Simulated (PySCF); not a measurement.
Compound: Ta(NSiMe3)Cl3, C₃H₉Cl₃NSiTa (singlet state).
Bonds: Ta1–N2, Ta1–Cl16, Ta1–Cl17, Ta1–Cl18, N2–Si3, Si3–C4, Si3–C5, Si3–C6. Hydrogens: H7, H8, H9 on C4; H10, H11, H12 on C5; H13, H14, H15 on C6.

Method: PySCF 2.14.0, PBE0-D3(BJ)/def2-SVP geometry optimisation, gas phase, def2 core potentials past Kr; density fitting, grid level 1; the optimiser is geomeTRIC in internal coordinates, started from a GFN2-xTB structure with every atom displaced at random (about 0.03 Å).

At the end of the run (lengths in Å): Ta1–Cl16 2.307, Si3–C4 1.872, Ta1–Cl18 2.301, C6–H14 1.101, Si3–C6 1.873, C5–H11 1.101, N2–Si3 1.767, Cl16–Ta1–Cl17 114.0°, N2–Ta1–Cl16 106.0°, Cl17–Ta1–Cl18 111.8°, N2–Si3–C4 107.0°.

Question: These geometries were met on the way; a selection of coordinates is given. Order them by energy above the end point, lowest first.
A. Ta1–Cl16 2.174, Si3–C4 1.764, Ta1–Cl18 2.199, C6–H14 1.039, Si3–C6 1.928, C5–H11 1.052, N2–Si3 1.718, Cl16–Ta1–Cl17 102.6°, N2–Ta1–Cl16 116.2°, Cl17–Ta1–Cl18 103.0°, N2–Si3–C4 111.4°
B. Ta1–Cl16 2.322, Si3–C4 1.850, Ta1–Cl18 2.319, C6–H14 1.100, Si3–C6 1.884, C5–H11 1.101, N2–Si3 1.751, Cl16–Ta1–Cl17 107.3°, N2–Ta1–Cl16 110.5°, Cl17–Ta1–Cl18 107.3°, N2–Si3–C4 110.8°
C. Ta1–Cl16 2.307, Si3–C4 1.872, Ta1–Cl18 2.301, C6–H14 1.101, Si3–C6 1.873, C5–H11 1.101, N2–Si3 1.767, Cl16–Ta1–Cl17 114.0°, N2–Ta1–Cl16 106.0°, Cl17–Ta1–Cl18 111.8°, N2–Si3–C4 107.0°
D. Ta1–Cl16 2.304, Si3–C4 1.878, Ta1–Cl18 2.307, C6–H14 1.102, Si3–C6 1.873, C5–H11 1.102, N2–Si3 1.775, Cl16–Ta1–Cl17 111.9°, N2–Ta1–Cl16 106.1°, Cl17–Ta1–Cl18 112.1°, N2–Si3–C4 108.2°
E. Ta1–Cl16 2.311, Si3–C4 1.868, Ta1–Cl18 2.310, C6–H14 1.103, Si3–C6 1.875, C5–H11 1.103, N2–Si3 1.766, Cl16–Ta1–Cl17 109.8°, N2–Ta1–Cl16 108.2°, Cl17–Ta1–Cl18 109.7°, N2–Si3–C4 109.4°

Answer: C (0.000 eV), D (0.010 eV), E (0.030 eV), B (0.105 eV), A (0.978 eV).

```
step  E above end (eV)  rms distance from the end, all atoms (Å)  largest force (eV/Å)  rms shift of all bonds from the end (Å)
  15             0.000                                     0.000            under 0.02                                    0.000
   3             0.010                                     0.075                 0.321                                    0.004
   2             0.030                                     0.098                 0.442                                    0.004
   1             0.105                                     0.124                 1.006                                    0.010
   0             0.978                                     0.167                 3.934                                    0.060
```

Rows stand in the order of the answer.
